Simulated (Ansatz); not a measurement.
Geometry optimisation, RKS PBE-D4/def2-SVP in Ansatz.

Input:

```yaml
crystal:
  periodic: [false, false, false]
  atoms:
    - { symbol: Hf, position_ang: [0.0, 0.0, 0.0] }
    - { symbol: F, position_ang: [0.0, 0.0, 1.98] }
    - { symbol: O, position_ang: [1.952, 0.0, -0.6893] }
    - { symbol: Si, position_ang: [2.8584, -1.3762, -1.0165] }
    - { symbol: H, position_ang: [2.0275, -2.3521, -1.7156] }
    - { symbol: H, position_ang: [3.9996, -1.0202, -1.8547] }
    - { symbol: H, position_ang: [3.3369, -1.9538, 0.2361] }
    - { symbol: Cl, position_ang: [-1.1869, 2.0563, -0.8392] }
    - { symbol: F, position_ang: [-0.9326, -1.6157, -0.6593] }
basis:
  gaussian: { orbitals: def2-SVP }
hamiltonian:
  xc: pbe
  dispersion: d4
relax:
  f_tol: 0.02
  max_steps: 40
```

Launched with:

```bash
$ ansatz run input.yaml --threads 2 --pin off --max-ram 3072MiB --backend cpu --events-out ev --progress --plain --runs-dir out
```

Where does it end, and by what steps?

The run converged. The force dipped under the threshold on the way, but the program's further checks kept it going. After 11 steps the energy has fallen by 0.694 eV; O3 moved furthest, 0.91 Å.

| step | energy less start (eV) | largest force component (eV/Å) | accepted |
| --- | --- | --- | --- |
| 0 | 0.0000 | 2.742 | yes |
| 1 | -0.4372 | 1.680 | yes |
| 2 | -0.5692 | 0.233 | yes |
| 3 | -0.5961 | 0.185 | yes |
| 4 | -0.6272 | 0.378 | yes |
| 5 | -0.6696 | 0.189 | yes |
| 6 | -0.6785 | 0.160 | yes |
| 7 | -0.6890 | 0.139 | yes |
| 8 | -0.6905 | 0.122 | yes |
| 9 | -0.6926 | 0.118 | yes |
| 10 | -0.6939 | 0.014 | yes |
| 11 | -0.6942 | 0.020 | yes |

```xyz
9
Properties=species:S:1:pos:R:3
Hf -0.191 -0.036 0.069
F -0.103 0.202 1.969
O 1.488 -0.774 -0.537
Si 2.942 -1.454 -1.063
H 2.641 -2.600 -1.985
H 3.736 -0.404 -1.788
H 3.711 -1.946 0.130
Cl -0.583 2.034 -1.011
F -1.586 -1.284 -0.343
```

Whether the end is a true minimum wasn't checked by a vibrational analysis.

Time of the run: 61 s on 2 threads of Arm Neoverse V1, on a shared host, peak memory 0.2 GiB.
